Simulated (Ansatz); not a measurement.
Stepwise reaction of `O[SiH](O)S[SiH3]` with water, as a gas-phase model of exchange steps in deposition or etching. ΔE in kJ/mol.

Isolated molecules relaxed with PBE0-D4/def2-TZVP in Ansatz; ΔE leaves out vibrations. CBS: MP2 limit from def2 TZ/QZ plus the TZ coupled-cluster correction, frozen cores. This one scheme is used for every species. Functionals use def2-TZVPP. B3LYP here is the variant with VWN-RPA as its local correlation; programs differ in this. One conformer a species, not always the lowest.

```csv
step,reaction,PBE-D4,B3LYP-D4,ωB97M-V,CCSD(T)/CBS
2,`O[SiH2]S[SiH](O)O` + H₂O → `O[SiH](O)S[SiH](O)O` + H₂,-90.6,-96.7,-96.6,-93.3
```

Problem. Give the row of step 1, `O[SiH](O)S[SiH3]` + H₂O → `O[SiH2]S[SiH](O)O` + H₂. (Estimate.)

Solution. Computed: 
```tsv
step	reaction	PBE-D4	B3LYP-D4	ωB97M-V	CCSD(T)/CBS
1	`O[SiH](O)S[SiH3]` + H₂O → `O[SiH2]S[SiH](O)O` + H₂	-82.5	-87.6	-87.8	-83.5
```

Problem. By hand: ΔE of the 2 steps together at CCSD(T)/CBS.

Solution. (-83.5) + (-93.3) = -176.8 kJ/mol, or -88.4 kJ/mol a step.

In ΔE each step is lower than the one before. All are downhill at CCSD(T)/CBS. PBE-D4 differs from CCSD(T)/CBS by 1.0 to 2.7 kJ/mol a step. Isolated molecules leave out the surface, adducts and barriers. Largest T1 diagnostic: 0.012.
